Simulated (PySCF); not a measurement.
**Spinor energies of Cl⁺ (chlorine, charge +1)**

Start: [Ne] 3s2 3p4; 3p1/2 filled at m_j = -1/2, +1/2; 3p3/2 filled at m_j = +1/2, +3/2. Calculated with PySCF 2.14 in x2c-TZVPPall-2c: generalised Hartree-Fock with the X2C-1e Hamiltonian and a Gaussian nucleus; one run each with spin-orbit coupling (SO) switched off, then screened by Boettger's factors.

| spinor shell | electrons | ε, spin-free (eV) | ε, screened SO (eV) | weight of nominal j (screened SO) | rms radius, screened SO (bohr) |
| --- | --- | --- | --- | --- | --- |
| 1s1/2 | 2 | -2877.1 | -2877.1 | 1.000 | 0.105 |
| 2s1/2 | 2 | -303.20 | -303.18 | 1.000 | 0.478 |
| 2p1/2 | 2 | -232.39 | -233.89 | 0.938 | 0.449 |
| 2p3/2 | 4 | -232.39 | -231.62 | 0.969 | 0.452 |
| 3s1/2 | 2 | -40.238 | -40.231 | 0.999 | 1.62 |
| 3p3/2 | 2 | -25.601 | -26.507 | 0.831 | 1.84 |
| 3p1/2 | 2 | -25.601 | -24.706 | 0.684 | 1.87 |

| quantity | spin-free | screened SO |
| --- | --- | --- |
| E (hartree) | -460.45015 | -460.45290 |
| M_J | 2 | 2 |
| ⟨J²⟩ | 6.013 | 6.015 |
| ⟨L²⟩ | 2.009 | 2.017 |
| ⟨S²⟩ | 2.004 | 2.000 |

Each row is a mean over spinors that exchange with the open shell spreads, by up to 6.969 eV (3s1/2).

Rows whose weight is well below 1 are mixtures of j = l ± 1/2: exchange outweighs spin-orbit coupling there, and the label is only the starting occupation.

Without spin-orbit coupling the j labels of p, d and f shells carry no meaning; the spin-free column gives the mean over the occupied spinors of each nl shell.
